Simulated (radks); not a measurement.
Values are calculated unless marked as measured or tabulated.
These are the eigenvalues of the occupied orbitals of an atom or ion with whole-number occupations (hartree). Code: a radial shooting solver on a logarithmic mesh with Libxc functionals. Model: scalar-relativistic Kohn-Sham, exchange-only LDA, spin-polarised, spherical densities, point nucleus.

1s up: -402.3204
1s down: -402.3191
2s up: -50.58626
2s down: -50.58591
2p up: -44.28665
2p down: -44.28575
3s up: -6.43308
3s down: -6.43163
3p up: -4.50979
3p down: -4.50786
3d up: -1.35817
3d down: -1.35363
4s up: -0.71223
4s down: -0.66982
4p up: -0.40007

Which element is it, and in what charge state? The configuration may be excited. Open shells, if any, are filled with parallel spins first.

Answer. Z = 32, germanium, charge +1: Ge+ in [Ar] 3d10 4s2 4p1. The list shows which subshells hold electrons but not how many an open one holds; the 1s level, -402.32 hartree, gives Z - s = 28.4 by -(Z - s)^2/2, which with screening and relativity narrows Z to a few neighbours, and the depths of the outer levels then fix element, charge and occupations together.
